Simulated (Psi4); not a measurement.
Approach curve of the dimer CH3F ··· H3ClSi (SMILES CF and [SiH3]Cl), singlet. Monomers: optimised at B3LYP-D3(BJ) (def2-TZVP), held rigid. Orientation: a higher rigid-body minimum at GFN2-xTB. The monomers approach along the line of their centres of mass (distance R); nothing else relaxes.

Geometry at R = 3.93 Å (first 5 atoms: monomer A):
```
10

C     -0.0660     0.0050    -0.0088
F      1.3072    -0.0981     0.1750
H     -0.5546    -0.0224     0.9660
H     -0.2838     0.9483    -0.5113
H     -0.4027    -0.8327    -0.6209
Si     0.3230     0.3677     4.0432
Cl    -1.4248    -0.6375     3.5910
H      1.4308    -0.2616     3.2983
H      0.5573     0.2681     5.4969
H      0.1681     1.7793     3.6415
```

Level of theory: SAPT0/jun-cc-pVDZ, frozen core (Psi4).

Components in kcal/mol:

```json
[
 {"R / Å": "3.36", "electrostatics": "-5.15", "exchange": "13.73", "induction": "-1.84", "dispersion": "-3.16", "total": "3.58"},
 {"R / Å": "3.51", "electrostatics": "-3.39", "exchange": "8.55", "induction": "-1.17", "dispersion": "-2.41", "total": "1.58"},
 {"R / Å": "3.76", "electrostatics": "-1.79", "exchange": "3.83", "induction": "-0.56", "dispersion": "-1.56", "total": "-0.07"},
 {"R / Å": "3.93", "electrostatics": "-1.22", "exchange": "2.21", "induction": "-0.35", "dispersion": "-1.18", "total": "-0.53"},
 {"R / Å": "4.12", "electrostatics": "-0.85", "exchange": "1.19", "induction": "-0.21", "dispersion": "-0.87", "total": "-0.74"},
 {"R / Å": "4.35", "electrostatics": "-0.59", "exchange": "0.56", "induction": "-0.11", "dispersion": "-0.61", "total": "-0.76"},
 {"R / Å": "4.61", "electrostatics": "-0.44", "exchange": "0.23", "induction": "-0.06", "dispersion": "-0.41", "total": "-0.68"},
 {"R / Å": "4.93", "electrostatics": "-0.33", "exchange": "0.08", "induction": "-0.03", "dispersion": "-0.27", "total": "-0.55"},
 {"R / Å": "5.40", "electrostatics": "-0.25", "exchange": "0.02", "induction": "-0.02", "dispersion": "-0.15", "total": "-0.39"},
 {"R / Å": "6.14", "electrostatics": "-0.17", "exchange": "0.00", "induction": "-0.01", "dispersion": "-0.06", "total": "-0.24"},
 {"R / Å": "7.15", "electrostatics": "-0.11", "exchange": "0.00", "induction": "0.00", "dispersion": "-0.02", "total": "-0.14"},
 {"R / Å": "8.39", "electrostatics": "-0.07", "exchange": "0.00", "induction": "0.00", "dispersion": "-0.01", "total": "-0.08"}
]
```
